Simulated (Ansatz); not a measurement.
A nudged elastic band was laid between two geometries of C3H5Li (9 atoms, charge 0, multiplicity 1).

Theory: RKS PBE/def2-SVP (Ansatz 0.2.0).

```json
{
 "movable images": "9",
 "climbing image": "yes",
 "spring": "5.0 eV/Å²",
 "optimiser": "quadratic models (default)",
 "start path": "through a guess of the saddle point",
 "force threshold": "0.05 eV/Å",
 "iteration limit": "57",
 "end points": "relaxed"
}
```

Image 0:

```xyz
9
Properties=species:S:1:pos:R:3
Li -0.929 0.629 -2.284
C 0.499 0.914 -0.977
C 0.526 0.258 0.213
C -0.492 -0.747 0.693
H 1.370 1.602 -1.086
H 1.344 0.424 0.955
H -1.301 -0.906 -0.058
H -0.036 -1.742 0.902
H -0.981 -0.431 1.643
```

Image 10:

```xyz
9
Properties=species:S:1:pos:R:3
Li -0.539 -0.719 -1.333
C 0.085 1.113 -0.596
C 0.512 0.047 0.222
C -0.282 -1.016 0.700
H 0.797 1.879 -0.933
H 1.609 -0.084 0.317
H -0.974 1.442 -0.544
H 0.161 -1.812 1.315
H -1.369 -0.850 0.852
```

Question: Which bonds break or form, and what moves?

Answer: Bonds broken: C4–H7. Bonds formed: Li1–C3, Li1–C4, C2–H7.

Question: Give the energies along the band, and the barrier.

Answer: It converged. The highest image is number 6 of 0 to 10, 161.1 kJ/mol above the first end and 240.2 kJ/mol above the last; the last end lies 79.1 kJ/mol below the first. A vibrational analysis at the climbing image gives one clearly imaginary mode, 1494i cm⁻¹: a first-order saddle point. The orbitals stay closed-shell, which can raise the energy where a bond breaks towards radicals; this wasn't checked here.

| image | path coordinate (Å) | energy (kJ/mol) | C4–H7 (Å) | Li1–C3 (Å) | Li1–C4 (Å) |
| --- | --- | --- | --- | --- | --- |
| 0 | 0.00 | 0.0 | 1.12 | 2.91 | 3.31 |
| 1 | 0.47 | 2.4 | 1.12 | 2.71 | 2.92 |
| 2 | 0.93 | 7.6 | 1.12 | 2.45 | 2.56 |
| 3 | 1.40 | 13.8 | 1.12 | 2.24 | 2.32 |
| 4 | 1.87 | 34.2 | 1.12 | 2.16 | 2.20 |
| 5 | 2.34 | 93.4 | 1.18 | 2.18 | 2.13 |
| 6 | 2.80 | 161.1 | 1.48 | 2.19 | 2.10 |
| 7 | 3.28 | 72.8 | 1.91 | 2.16 | 2.10 |
| 8 | 3.76 | -22.0 | 2.33 | 2.11 | 2.09 |
| 9 | 4.24 | -66.6 | 2.63 | 2.05 | 2.08 |
| 10 | 4.72 | -79.1 | 2.84 | 2.03 | 2.07 |

Question: What is the geometry of the highest image?

Answer: 
```xyz
9
Properties=species:S:1:pos:R:3:forces:R:3
Li -0.474 -0.589 -1.535 0.01 0.01 0.00
C 0.295 1.041 -0.725 0.03 0.00 0.00
C 0.673 0.096 0.197 -0.04 -0.01 0.03
C -0.544 -0.704 0.558 0.04 -0.04 -0.03
H 0.932 1.924 -0.956 -0.01 0.00 -0.02
H 1.679 -0.045 0.644 0.00 0.00 0.00
H -1.033 0.362 -0.345 -0.01 0.00 0.01
H -0.444 -1.805 0.733 -0.02 0.01 0.01
H -1.084 -0.280 1.429 0.01 0.01 0.00
```

Question: What are the harmonic wavenumbers there?

Answer: 1494i, 359, 378, 554, 632, 702, 804, 869, 928, 971, 1004, 1080, 1198, 1372, 1463, 1528, 1592, 2902, 2990, 3032, 3041 cm⁻¹.

Time of the run: 3.8 min on 1 thread of Arm Neoverse V1 (shared host), peak memory 0.11 GiB.
